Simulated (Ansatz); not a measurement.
These are r2SCAN-D4/def2-SVP run with Ansatz (a first-principles code) values and carry that method's errors. No frequencies were computed at this level.

Ansatz 0.2 input:
```yaml
crystal:
  periodic: [false, false, false]
  atoms:
    - { symbol: Zr, position_ang: [-0.065686, 0.16374, 0.110729] }
    - { symbol: O, position_ang: [0.219049, -0.310917, -1.705791] }
    - { symbol: C, position_ang: [1.528212, -0.045031, -2.129037] }
    - { symbol: H, position_ang: [1.671705, 1.039527, -2.298302] }
    - { symbol: H, position_ang: [1.713958, -0.563936, -3.082349] }
    - { symbol: H, position_ang: [2.270271, -0.407033, -1.384842] }
    - { symbol: O, position_ang: [0.355147, 1.995039, 0.367097] }
    - { symbol: C, position_ang: [1.695245, 2.272404, 0.671065] }
    - { symbol: H, position_ang: [2.234327, 1.359302, 1.004659] }
    - { symbol: H, position_ang: [1.74321, 3.02006, 1.478547] }
    - { symbol: H, position_ang: [2.2083, 2.696581, -0.210253] }
    - { symbol: O, position_ang: [1.106921, -0.94045, 1.114046] }
    - { symbol: C, position_ang: [0.63532, -2.26348, 1.116183] }
    - { symbol: H, position_ang: [-0.366766, -2.324326, 1.584442] }
    - { symbol: H, position_ang: [1.329404, -2.893218, 1.693444] }
    - { symbol: H, position_ang: [0.582598, -2.65989, 0.081081] }
    - { symbol: O, position_ang: [-1.866914, -0.213287, 0.565437] }
    - { symbol: C, position_ang: [-2.71737, 0.592618, -0.204902] }
    - { symbol: H, position_ang: [-2.530227, 1.668517, -0.005541] }
    - { symbol: H, position_ang: [-3.763426, 0.370248, 0.05645] }
    - { symbol: H, position_ang: [-2.579086, 0.386418, -1.287203] }
basis:
  gaussian: { orbitals: def2-svp }
hamiltonian:
  xc: r2scan
  dispersion: d4
relax:
  max_steps: 150
```

Output:

```
[...]
relax step  16: F+E_penalty+E_count = -13802.87414686 eV  Δ(F+E_penalty+E_count) = -3.868e-4 eV  max|allowed force component| = 3.980e-2 eV/Å  Δτ_max = 0.0569 Å  (30 SCF iters, accepted)
these checks for a lower state are left out or cut short: starts, cluster_reference, orbital_swaps, neighbouring_geometries, increment
2178 factors; their error is unknown
mean field -13802.75553540 eV, -507.2419100824 hartree, gradient 1.6e-5 eV, S^2 0.000000; 0 other end points of the search recorded, 0 dependent functions left out
reference -13802.75556815 eV, -507.2419112859 hartree; 40, 40 occupied and 163, 163 virtual orbitals, 2178 factors
relax step  17: F+E_penalty+E_count = -13802.87448188 eV  Δ(F+E_penalty+E_count) = -3.350e-4 eV  max|allowed force component| = 3.900e-2 eV/Å  Δτ_max = 0.0360 Å  (30 SCF iters, accepted)
these checks for a lower state are left out or cut short: starts, cluster_reference, orbital_swaps, neighbouring_geometries, increment
2178 factors; their error is unknown
mean field -13802.75589888 eV, -507.2419234400 hartree, gradient 1.7e-5 eV, S^2 0.000000; 0 other end points of the search recorded, 0 dependent functions left out
reference -13802.75593158 eV, -507.2419246415 hartree; 40, 40 occupied and 163, 163 virtual orbitals, 2178 factors
relax step  18: F+E_penalty+E_count = -13802.87484932 eV  Δ(F+E_penalty+E_count) = -3.674e-4 eV  max|allowed force component| = 4.916e-2 eV/Å  Δτ_max = 0.0543 Å  (30 SCF iters, accepted)
these checks for a lower state are left out or cut short: starts, cluster_reference, orbital_swaps, neighbouring_geometries, increment
2178 factors; their error is unknown
mean field -13802.75626365 eV, -507.2419368450 hartree, gradient 1.5e-5 eV, S^2 0.000000; 0 other end points of the search recorded, 0 dependent functions left out
reference -13802.75629632 eV, -507.2419380454 hartree; 40, 40 occupied and 163, 163 virtual orbitals, 2178 factors
relax step  19: F+E_penalty+E_count = -13802.87520700 eV  Δ(F+E_penalty+E_count) = -3.577e-4 eV  max|allowed force component| = 4.795e-2 eV/Å  Δτ_max = 0.0281 Å  (30 SCF iters, accepted)
these checks for a lower state are left out or cut short: starts, cluster_reference, orbital_swaps, neighbouring_geometries, increment
2178 factors; their error is unknown
mean field evaluation 160: about -13802.7567 eV, gradient 1.6e-5 eV
mean field -13802.75674247 eV, -507.2419544412 hartree, gradient 1.6e-5 eV, S^2 0.000000; 0 other end points of the search recorded, 0 dependent functions left out
reference -13802.75677509 eV, -507.2419556400 hartree; 40, 40 occupied and 163, 163 virtual orbitals, 2178 factors
relax step  20: F+E_penalty+E_count = -13802.87569467 eV  Δ(F+E_penalty+E_count) = -4.877e-4 eV  max|allowed force component| = 4.410e-2 eV/Å  Δτ_max = 0.0527 Å  (30 SCF iters, accepted)
these checks for a lower state are left out or cut short: starts, cluster_reference, orbital_swaps, neighbouring_geometries, increment
2178 factors; their error is unknown
mean field -13802.75708791 eV, -507.2419671359 hartree, gradient 1.6e-5 eV, S^2 0.000000; 0 other end points of the search recorded, 0 dependent functions left out
reference -13802.75712049 eV, -507.2419683333 hartree; 40, 40 occupied and 163, 163 virtual orbitals, 2178 factors
relax step  21: F+E_penalty+E_count = -13802.87604791 eV  Δ(F+E_penalty+E_count) = -3.532e-4 eV  max|allowed force component| = 4.688e-2 eV/Å  Δτ_max = 0.0463 Å  (30 SCF iters, accepted)
these checks for a lower state are left out or cut short: starts, cluster_reference, orbital_swaps, neighbouring_geometries, increment
2178 factors; their error is unknown
mean field -13802.75748386 eV, -507.2419816866 hartree, gradient 1.6e-5 eV, S^2 0.000000; 0 other end points of the search recorded, 0 dependent functions left out
reference -13802.75751642 eV, -507.2419828833 hartree; 40, 40 occupied and 163, 163 virtual orbitals, 2178 factors
relax step  22: F+E_penalty+E_count = -13802.87644743 eV  Δ(F+E_penalty+E_count) = -3.995e-4 eV  max|allowed force component| = 3.216e-2 eV/Å  Δτ_max = 0.0302 Å  (30 SCF iters, accepted)
these checks for a lower state are left out or cut short: starts, cluster_reference, orbital_swaps, neighbouring_geometries, increment
2178 factors; their error is unknown
mean field -13802.75793395 eV, -507.2419982274 hartree, gradient 1.5e-5 eV, S^2 0.000000; 0 other end points of the search recorded, 0 dependent functions left out
reference -13802.75796649 eV, -507.2419994232 hartree; 40, 40 occupied and 163, 163 virtual orbitals, 2178 factors
relax step  23: F+E_penalty+E_count = -13802.87690330 eV  Δ(F+E_penalty+E_count) = -4.559e-4 eV  max|allowed force component| = 3.584e-2 eV/Å  Δτ_max = 0.0492 Å  (29 SCF iters, accepted)
these checks for a lower state are left out or cut short: starts, cluster_reference, orbital_swaps, neighbouring_geometries, increment
2178 factors; their error is unknown
mean field -13802.75637243 eV, -507.2419408427 hartree, gradient 1.5e-5 eV, S^2 0.000000; 0 other end points of the search recorded, 0 dependent functions left out
reference -13802.75640498 eV, -507.2419420388 hartree; 40, 40 occupied and 163, 163 virtual orbitals, 2178 factors
relax step  24: F+E_penalty+E_count = -13802.87535043 eV  Δ(F+E_penalty+E_count) = +1.553e-3 eV  max|allowed force component| = 1.558e-1 eV/Å  Δτ_max = 0.0437 Å  (31 SCF iters, rejected (line search))
these checks for a lower state are left out or cut short: starts, cluster_reference, orbital_swaps, neighbouring_geometries, increment
2178 factors; their error is unknown
mean field evaluation 192: about -13802.7582 eV, gradient 7.0e-5 eV
mean field -13802.75820524 eV, -507.2420081970 hartree, gradient 1.5e-5 eV, S^2 0.000000; 0 other end points of the search recorded, 0 dependent functions left out
reference -13802.75823777 eV, -507.2420093925 hartree; 40, 40 occupied and 163, 163 virtual orbitals, 2178 factors
relax step  25: F+E_penalty+E_count = -13802.87717396 eV  Δ(F+E_penalty+E_count) = -2.707e-4 eV  max|allowed force component| = 2.689e-3 eV/Å  Δτ_max = 0.0213 Å  (30 SCF iters, accepted)
these checks for a lower state are left out or cut short: starts, cluster_reference, orbital_swaps, neighbouring_geometries, increment
2178 factors; their error is unknown
mean field -13802.75857931 eV, -507.2420219438 hartree, gradient 1.6e-5 eV, S^2 0.000000; 0 other end points of the search recorded, 0 dependent functions left out
reference -13802.75861182 eV, -507.2420231385 hartree; 40, 40 occupied and 163, 163 virtual orbitals, 2178 factors
relax step  26: F+E_penalty+E_count = -13802.87755557 eV  Δ(F+E_penalty+E_count) = -3.816e-4 eV  max|allowed force component| = 2.543e-2 eV/Å  Δτ_max = 0.0559 Å  (29 SCF iters, accepted)
these checks for a lower state are left out or cut short: starts, cluster_reference, orbital_swaps, neighbouring_geometries, increment
2178 factors; their error is unknown
mean field -13802.75770741 eV, -507.2419899023 hartree, gradient 1.7e-5 eV, S^2 0.000000; 0 other end points of the search recorded, 0 dependent functions left out
reference -13802.75773989 eV, -507.2419910956 hartree; 40, 40 occupied and 163, 163 virtual orbitals, 2178 factors
relax step  27: F+E_penalty+E_count = -13802.87669153 eV  Δ(F+E_penalty+E_count) = +8.640e-4 eV  max|allowed force component| = 1.367e-1 eV/Å  Δτ_max = 0.0831 Å  (29 SCF iters, rejected (line search))
these checks for a lower state are left out or cut short: starts, cluster_reference, orbital_swaps, neighbouring_geometries, increment
2178 factors; their error is unknown
mean field -13802.75778683 eV, -507.2419928209 hartree, gradient 1.5e-5 eV, S^2 0.000000; 0 other end points of the search recorded, 0 dependent functions left out
reference -13802.75781930 eV, -507.2419940139 hartree; 40, 40 occupied and 163, 163 virtual orbitals, 2178 factors
relax step  28: F+E_penalty+E_count = -13802.87677969 eV  Δ(F+E_penalty+E_count) = +7.759e-4 eV  max|allowed force component| = 1.670e-1 eV/Å  Δτ_max = 0.0209 Å  (32 SCF iters, rejected (line search))
these checks for a lower state are left out or cut short: starts, cluster_reference, orbital_swaps, neighbouring_geometries, increment
2178 factors; their error is unknown
mean field -13802.75869882 eV, -507.2420263359 hartree, gradient 1.5e-5 eV, S^2 0.000000; 0 other end points of the search recorded, 0 dependent functions left out
reference -13802.75873132 eV, -507.2420275303 hartree; 40, 40 occupied and 163, 163 virtual orbitals, 2178 factors
relax step  29: F+E_penalty+E_count = -13802.87767297 eV  Δ(F+E_penalty+E_count) = -1.174e-4 eV  max|allowed force component| = 6.680e-3 eV/Å  Δτ_max = 0.0100 Å  (31 SCF iters, accepted)
these checks for a lower state are left out or cut short: starts, cluster_reference, orbital_swaps, neighbouring_geometries, increment
2178 factors; their error is unknown
mean field evaluation 224: about -13802.8149 eV, gradient 1.6e0 eV
mean field -13802.75895761 eV, -507.2420358462 hartree, gradient 1.5e-5 eV, S^2 0.000000; 0 other end points of the search recorded, 0 dependent functions left out
reference -13802.75899010 eV, -507.2420370400 hartree; 40, 40 occupied and 163, 163 virtual orbitals, 2178 factors
relax step  30: F+E_penalty+E_count = -13802.87793809 eV  Δ(F+E_penalty+E_count) = -2.651e-4 eV  max|allowed force component| = 2.580e-2 eV/Å  Δτ_max = 0.0390 Å  (30 SCF iters, accepted)
these checks for a lower state are left out or cut short: starts, cluster_reference, orbital_swaps, neighbouring_geometries, increment
2178 factors; their error is unknown
mean field -13802.75735406 eV, -507.2419769167 hartree, gradient 2.1e-5 eV, S^2 0.000000; 0 other end points of the search recorded, 0 dependent functions left out
reference -13802.75738650 eV, -507.2419781090 hartree; 40, 40 occupied and 163, 163 virtual orbitals, 2178 factors
relax step  31: F+E_penalty+E_count = -13802.87634981 eV  Δ(F+E_penalty+E_count) = +1.588e-3 eV  max|allowed force component| = 1.739e-1 eV/Å  Δτ_max = 0.1118 Å  (29 SCF iters, rejected (line search))
these checks for a lower state are left out or cut short: starts, cluster_reference, orbital_swaps, neighbouring_geometries, increment
2178 factors; their error is unknown
mean field -13802.75790505 eV, -507.2419971653 hartree, gradient 1.4e-5 eV, S^2 0.000000; 0 other end points of the search recorded, 0 dependent functions left out
reference -13802.75793757 eV, -507.2419983602 hartree; 40, 40 occupied and 163, 163 virtual orbitals, 2178 factors
relax step  32: F+E_penalty+E_count = -13802.87696562 eV  Δ(F+E_penalty+E_count) = +9.725e-4 eV  max|allowed force component| = 1.852e-1 eV/Å  Δτ_max = 0.0189 Å  (32 SCF iters, rejected (line search))
these checks for a lower state are left out or cut short: starts, cluster_reference, orbital_swaps, neighbouring_geometries, increment
2178 factors; their error is unknown
mean field -13802.75903460 eV, -507.2420386755 hartree, gradient 2.4e-5 eV, S^2 0.000000; 0 other end points of the search recorded, 0 dependent functions left out
reference -13802.75906709 eV, -507.2420398694 hartree; 40, 40 occupied and 163, 163 virtual orbitals, 2178 factors
relax step  33: F+E_penalty+E_count = -13802.87801247 eV  Δ(F+E_penalty+E_count) = -7.438e-5 eV  max|allowed force component| = 4.833e-3 eV/Å  Δτ_max = 0.0093 Å  (25 SCF iters, accepted)
2178 factors; their error is unknown
mean field evaluation 256: about -13802.5788 eV, gradient 9.2e0 eV
mean field -13802.75903460 eV, -507.2420386755 hartree, gradient 3.0e-5 eV, S^2 0.000000; 1 other end points of the search recorded, 0 dependent functions left out
reference -13802.75906709 eV, -507.2420398694 hartree; 40, 40 occupied and 163, 163 virtual orbitals, 2178 factors
Total energy: -13802.87804496 eV, -507.2464122254 hartree
Atom 0 at     0.258474     0.139994    -0.117098 Å, force     0.000290    -0.000203    -0.000065 eV/Å
Atom 1 at     0.997837    -0.083707    -1.895931 Å, force    -0.000927     0.000171     0.002123 eV/Å
Atom 2 at     1.529876    -0.245355    -3.166120 Å, force    -0.001594     0.001660     0.003820 eV/Å
Atom 3 at     1.965627     0.699762    -3.541138 Å, force     0.003226     0.002892    -0.000983 eV/Å
Atom 4 at     0.754909    -0.566848    -3.887055 Å, force    -0.003923     0.000353    -0.003846 eV/Å
Atom 5 at     2.330165    -1.009023    -3.171076 Å, force     0.002794    -0.004833    -0.000423 eV/Å
Atom 6 at     1.157005     1.607262     0.777503 Å, force    -0.000719    -0.000654    -0.000169 eV/Å
Atom 7 at     1.804808     2.649933     1.422060 Å, force    -0.002195    -0.000093    -0.001961 eV/Å
Atom 8 at     2.401740     2.282685     2.278085 Å, force     0.000743    -0.000257     0.002154 eV/Å
Atom 9 at     1.081567     3.391521     1.810747 Å, force     0.000412     0.000530    -0.000606 eV/Å
Atom 10 at     2.492458     3.179402     0.735872 Å, force     0.001136     0.000413    -0.000029 eV/Å
Atom 11 at     0.514799    -1.491026     0.900033 Å, force    -0.000161     0.000608    -0.000069 eV/Å
Atom 12 at     0.683439    -2.661485     1.623816 Å, force     0.000136     0.001134    -0.001137 eV/Å
Atom 13 at    -0.288007    -3.062086     1.970062 Å, force    -0.000839    -0.000518     0.000325 eV/Å
Atom 14 at     1.314350    -2.492684     2.516820 Å, force     0.000691     0.000226     0.001151 eV/Å
Atom 15 at     1.170353    -3.444150     1.011937 Å, force     0.000775    -0.000790    -0.000476 eV/Å
Atom 16 at    -1.636992     0.527595    -0.248697 Å, force     0.000065    -0.000188     0.000001 eV/Å
Atom 17 at    -2.989072     0.817492    -0.349411 Å, force     0.001429    -0.000080     0.000376 eV/Å
Atom 18 at    -3.219313     1.809899     0.082117 Å, force    -0.000394     0.000306     0.000394 eV/Å
Atom 19 at    -3.600368     0.067934     0.187708 Å, force    -0.000456    -0.000673     0.000309 eV/Å
Atom 20 at    -3.319463     0.825771    -1.405273 Å, force    -0.000488    -0.000005    -0.000889 eV/Å
Dipole moment:    -0.000199    -0.000006    -0.001713 e Å
```

Cost: roughly 11 core-minutes.
